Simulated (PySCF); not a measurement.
# One molecule, several mistakes: Al2BH5N

Calculated results; nothing here was measured. The program is PySCF 2.14.0, an open-source quantum chemistry code, run on an isolated molecule that a program drew, which may never have been made. The molecule is Al2BH5N (charge 0, doublet), drawn as the SMILES string `[BH2][Al][NH][AlH2]`.

Each row is a Hartree-Fock (HF) and frozen-core CCSD(T) single point in the cc-pV(D+d)Z basis, meant for a local HF minimum. Run 1 is clean. Each other run has one planted mistake out of seven kinds, and not every kind appears here: one electron removed, one electron added, multiplicity raised by two, geometry at a saddle point, minimal basis STO-3G, one bond length entered in bohr, all coordinates scaled. The reference is restricted for singlets and unrestricted otherwise, and also for a bond in bohr. Adding or removing an electron swaps singlet and doublet. Electrons count all cores. HOMO and LUMO are orbital energies over both spins, the gradient is its largest component, and the lowest frequency (negative if imaginary) is given only where the gradient is small. Bond lengths are over the 8 bonds as drawn. T1 is the CCSD diagnostic: over 0.02 (restricted) or 0.045 (unrestricted) a single reference is doubtful.

Geometry of the clean run:
```xyz
9
Al2BH5N, angstrom
B     0.1319   -2.7674    1.4605
Al   -0.3238   -1.1888    0.0884
N    -0.1219    0.5794    0.3399
Al   -0.4682    1.9666   -0.7299
H     1.1851   -3.3482    1.4124
H    -0.7185   -3.2407    2.1689
H     0.2525    0.8353    1.2430
H    -0.1811    3.4343   -0.2205
H    -1.0563    1.6733   -2.1648
```

```
run,electrons,basis functions,<S^2>,HOMO (eV),LUMO (eV),gradient (hartree/bohr),lowest frequency (cm^-1),mean bond (Å),longest bond (Å),T1,HF (hartree),CCSD(T) (hartree),mistake
1,43,99,0.814,-7.51,1.23,2.1e-05,70,1.5375,2.141,0.0252,-565.88394,-566.30806,no fault
2,43,99,0.825,-7.36,1.38,7.2e-02,-,1.4314,1.993,0.0275,-565.84236,-566.26087,all coordinates scaled
3,43,99,3.763,-7.01,-1.18,3.7e-02,-,1.5375,2.141,0.0200,-565.77756,-566.18626,?
4,43,99,1.457,-7.94,0.96,1.7e-02,-,1.6499,2.141,0.0574,-565.75926,-566.17948,?
```

**Which mistake was planted in run 3, and what did it cost?**

Electrons, basis and geometry are unchanged, and <S^2> is 3.763, beside S(S+1) = 3.75 for a multiplicity of 4. So the mistake is: multiplicity raised by two. Subtracting run 1 and multiplying by 627.51 kcal/mol a hartree, the energy moved by 66.8 kcal/mol in HF and 76.4 kcal/mol in CCSD(T).

**Which mistake was planted in run 4, and what did it cost?**

The mean bond changes by a factor of 1.073 and the longest by 1.000, so the molecule wasn't scaled as a whole. A length L in bohr read as angstrom grows by (1/0.5292 - 1) L = 0.890 L. The 8 bonds together grew by 8 x 0.1124 = 0.899 Å, which gives L = 1.011 Å. That is bond N3-H7, 1.011 Å in the clean geometry. So the mistake is: one bond length entered in bohr. Subtracting run 1 and multiplying by 627.51 kcal/mol a hartree, the energy moved by 78.2 kcal/mol in HF and 80.7 kcal/mol in CCSD(T).

Cautions from the logs. Run 4: T1 is over the limit, so its CCSD(T) energy is less reliable.
